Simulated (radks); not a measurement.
Values are calculated unless marked as measured or tabulated.
Q: The zinc ion Zn3+, configuration [Ar] 3d9 (the NIST ground configuration). Code: a radial shooting solver on a logarithmic mesh with Libxc functionals. Model: Dirac Kohn-Sham, exchange-only B88, spin-unpolarised, spherical densities, point nucleus; open shells are shared between the two j in proportion to 2j + 1. Some entries of the table are withheld. Estimate them.

| orbital | occ. | eigenvalue (hartree) | <r^2> (bohr^2) | <r> (bohr) |
|---|---|---|---|---|
| 1s1/2 | 2 | -351.5914 | (1) | 0.05030 |
| 2s1/2 | 2 | -44.08128 | 0.06031 | 0.2260 |
| 2p1/2 | 2 | -39.00993 | (2) | 0.1959 |
| 2p3/2 | 4 | -38.13183 | (3) | 0.1993 |
| 3s1/2 | 2 | -6.23183 | 0.5302 | (4) |
| 3p1/2 | 2 | -4.62188 | 0.5769 | (5) |
| 3p3/2 | 4 | -4.50725 | 0.5940 | (6) |
| 3d3/2 | 3.6 | -1.82668 | 0.8602 | 0.8198 |
| 3d5/2 | 5.4 | -1.81216 | 0.8708 | 0.8248 |
| 4s1/2 | 0 | -1.27856 | 4.623 | 2.021 |
| 4p1/2 | 0 | -0.96161 | 6.251 | 2.345 |
| 4p3/2 | 0 | -0.95143 | 6.379 | 2.369 |

A: 
(1) 1s1/2 <r^2> (bohr^2): 0.003404
(2) 2p1/2 <r^2> (bohr^2): 0.04716
(3) 2p3/2 <r^2> (bohr^2): 0.04868
(4) 3s1/2 <r> (bohr): 0.6776
(5) 3p1/2 <r> (bohr): 0.6996
(6) 3p3/2 <r> (bohr): 0.7099
